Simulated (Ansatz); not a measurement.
C$_{3}$H$_{9}$BO$_{2}$, SMILES `CC(C)B(O)O` at its PBE0-D4/def2-TZVP geometry, where that method's forces vanish. The species carries charge 0 and has multiplicity 1.

```xyz
15

C    -0.3367   -1.5813    0.0074
C    -0.0986   -0.1613    0.5328
C    -1.4110    0.6007    0.6654
B     0.9722    0.5692   -0.3646
O     0.5913    1.6408   -1.1260
O     2.2515    0.0772   -0.3538
H    -1.0231   -2.1282    0.6607
H    -0.7865   -1.5600   -0.9905
H     0.5939   -2.1490   -0.0568
H     0.3529   -0.2597    1.5296
H    -1.2609    1.6009    1.0782
H    -1.8933    0.7231   -0.3081
H    -2.1096    0.0682    1.3181
H     1.2818    2.0355   -1.6632
H     2.8761    0.5239   -0.9291
```

What forces (eV/Å) does r2SCAN-D4/def2-TZVPP give on these atoms in Ansatz 0.2.0? (Estimate.)

Ansatz gave: 
```
C1  -0.011 -0.150 -0.048
C2   0.132  0.078  0.040
C3  -0.126  0.074  0.017
B4  -0.071 -0.052  0.064
O5  -0.124  0.128 -0.066
O6   0.134 -0.111  0.044
H7   0.002  0.002 -0.008
H8   0.004  0.006  0.008
H9  -0.016  0.004 -0.001
H10  0.003 -0.009  0.013
H11 -0.004 -0.010 -0.008
H12  0.009 -0.004  0.008
H13  0.002  0.006 -0.008
H14  0.046  0.007 -0.023
H15  0.019  0.031 -0.032
```
